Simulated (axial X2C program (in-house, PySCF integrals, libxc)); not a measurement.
## Excited states of SiAs⁻ by EOM-EE-CCSD

Calculated with an in-house all-electron X2C program for linear molecules (integrals from PySCF): two-component X2C with atomic mean-field Coulomb and Gaunt terms, Gaussian nuclei, basis As dyall-acv3z, Si dyall-av3z with contracted cores.

R = 2.105 Å (near the PBE0 minimum at charge -1 of the determinant lowest at the starting distance; the state shown can have its own minimum elsewhere).

Hartree–Fock spinors of SiAs⁻ (one of each Kramers pair; a window near the gap, which can cut inner shells):

| ω | occupied | ε (eV) | character |
| --- | --- | --- | --- |
| 1/2 | yes | -15.77 | 52% As s, 22% Si s, 13% Si p |
| 1/2 | yes | -8.52 | 38% Si s, 29% As p, 15% As s |
| 1/2 | yes | -3.39 | 41% Si p, 38% As p, 10% Si s |
| 1/2 | yes | -2.77 | 56% As p, 32% Si p, 6% Si d |
| 3/2 | yes | -2.62 | 54% As p, 35% Si p, 6% Si d |
| 1/2 | no | 3.52 | 70% Si p, 19% As p, 7% Si s |
| 1/2 | no | 3.93 | 90% Si p, 5% Si d, 3% As p |
| 3/2 | no | 3.94 | 90% Si p, 5% Si d, 3% As p |
| 1/2 | no | 4.14 | 39% Si s, 34% As p, 25% Si p |
| 3/2 | no | 4.88 | 82% As p, 9% Si p, 6% As d |
| 1/2 | no | 4.89 | 83% As p, 8% Si p, 6% As d |

Vertical excitation energies from the closed-shell determinant state of SiAs⁻:

```tsv
Ω	excitation (eV)	cm⁻¹	hole of the leading pair	particle of the leading pair	weight of the pair (for Ω = 0 its time-reversed partner can hold as much again)	singles weight
1	2.094	16889	53% As pπ, 35% Si pπ	42% Si pπ, 20% As pπ, 17% As dπ	0.54	0.95
0⁻	2.099	16928	53% As pπ, 35% Si pπ	39% Si pπ, 22% As pπ, 17% As dπ	0.25	0.95
3	2.584	20841	53% As pπ, 35% Si pπ	39% Si pπ, 21% As pπ, 17% As dπ	0.94	0.95
2	2.589	20884	53% As pπ, 35% Si pπ	42% Si pπ, 19% As pπ, 17% As dπ	0.50	0.94
1	2.604	21005	41% As pπ, 24% Si pπ, 11% Si pσ	42% Si pπ, 18% As pπ, 17% As dπ	0.80	0.94
0⁺	2.625	21176	42% Si pσ, 33% As pσ, 13% Si sσ	42% Si pπ, 20% Si dπ, 17% As pπ	0.46	0.94
0⁻	2.629	21201	43% Si pσ, 33% As pσ, 13% Si sσ	42% Si pπ, 20% Si dπ, 17% As pπ	0.46	0.94
```

This point took 22 s on 1 thread of Arm Neoverse V2 (shared host).

Reference electrons by ω block (each with its −ω partner): 1/2: 17, 3/2: 6, 5/2: 1. 10 electrons of SiAs⁻ correlated (inner shells frozen), 88 natural virtual spinors (a truncated set); levels can be off by some tenths of an eV. Roots sought by Ω: (0: 5, 1: 4, 2: 3, 3: 1); rows need 60 % singles weight and stop where some Ω has no more roots. Missing are any skipped roots, higher Ω and states of a further excitation; these come out far too high here and may in truth be low or lowest. T1 of the reference 0.021 (Lee–Taylor). The highest Hartree–Fock level of the anion lies at -2.62 eV; relaxation, partly offset by correlation, puts the detachment threshold some tenths of an eV to over one eV lower in magnitude, and states above it are held by the basis set and are not bound. Number of frozen shells: As 3 s, 2 p, 1 d; Si 2 s, 1 p.
